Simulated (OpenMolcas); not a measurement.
# Ta4+: moving or changing the point charges

Ta4+ among 6 point charges of -1.7 e arranged as a trigonal prism (D3h), 2.18 Å from the ion, with a polar angle of 43.7° against the regular 49.1°.
```
   1.5061    0.0000    1.5761  -1.70
  -0.7530    1.3043    1.5761  -1.70
  -0.7530   -1.3043    1.5761  -1.70
   1.5061    0.0000   -1.5761  -1.70
  -0.7530    1.3043   -1.5761  -1.70
  -0.7530   -1.3043   -1.5761  -1.70
```

```json
{
 "Program": "OpenMolcas 26.06",
 "Method": "CASSCF",
 "Basis": "ANO-RCC-VDZP [7s6p4d2f1g]",
 "Scalar Hamiltonian": "DKH2, point nucleus",
 "Active space": "1 electron in 5 orbitals (5d)",
 "State averaging": "2S+1 = 2 even, 5 roots",
 "Spin-orbit coupling": "RASSI with atomic mean-field integrals over the reference wave functions"
}
```

Runs around this geometry, states (labels of D3, the rotations of D3h). Energies in cm-1 above the lowest state or level, χT in cm3 K/mol.

| R (Å) | q (e) | Polar angle / regular | Ground state | First state of that spin | First gap with spin-orbit (degeneracies) | χT at 300 K |
| --- | --- | --- | --- | --- | --- | --- |
| 2.18 | -1.7 | 0.82 | 2E | 2A1 9274 | 5606 (2, 2) | 0.140 |
| 2.18 | -0.85 | 0.89 | 2E | 2A1 5628 | 6309 (2, 2) | 0.153 |
| 2.06 | -1.7 | 0.89 | 2E | 2A1 7654 | 5289 (2, 2) | 0.133 |
| 2.18 | -1.7 | 0.89 | 2E | 2A1 8079 | 5745 (2, 2) | 0.139 |
| 2.43 | -1.7 | 0.89 | 2E | 2A1 7564 | 6354 (2, 2) | 0.146 |

Scaling the charges by -0.85 / -1.7 = 0.50 scales the first state of the same spin by 5628 / 8079 = 0.70; with fixed orbitals a first-order splitting would follow the charge.

An orbital doublet at a regular site is open to a Jahn-Teller distortion, which this geometry leaves out. This is an electrostatic model: the charges have no orbitals. No measured value stands beside these numbers.
